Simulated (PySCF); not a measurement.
# How methods differ on the excitation energy of Cr

Cr [Ar] 3d5 4s1 (7S) → Cr [Ar] 3d6 (5D), as a difference of total energies. Calculation: PySCF 2.14, in def2-TZVPPD; no relativity, point nucleus. The calculations carry no spin-orbit coupling.

| method | excitation energy (eV) |
| --- | --- |
| LDA | 4.104 |
| PBE | 4.087 |
| PBE0 | 4.515 |
| r2SCAN | 4.656 |
| wB97X-V | 4.176 |
| wB97M-V | 4.220 |
| TPSS | 4.104 |
| wB97X | 4.027 |

In the upper state the promoted electron has a positive orbital energy at r2SCAN, so the basis confines it.
